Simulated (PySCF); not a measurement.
# How methods differ on the excitation energy of Cr⁺

Cr⁺ [Ar] 3d5 (6S) → Cr⁺ [Ar] 3d4 4p1 (high-spin determinant), as a difference of total energies. Computed with PySCF 2.14 in aug-cc-pVTZ, with the non-relativistic Hamiltonian (point nucleus). Correlated levels: valence: [Ar] frozen. The calculations carry no spin-orbit coupling.

```
           method  excitation energy (eV)
              UHF                   5.040
              LDA                   6.296
              PBE                   6.010
             PBE0                   5.916
           r2SCAN                   5.919
          LC-wPBE                   6.223
           M06-2X                   5.661
           revPBE                   5.964
           B2PLYP                   5.817
    MP2 (valence)                   5.790
SCS-MP2 (valence)                   5.290
```

How much does correlation contribute at MP2 (valence)?

5.790 − (5.040) = 0.750 eV, measured against UHF.

A first-order spin-orbit estimate (lowest level to lowest level, LS coupling) adds -0.060 eV.

The determinant of the upper state mixes LS terms, which raises its energy above the lowest term, most at the Hartree-Fock and MP2 levels.
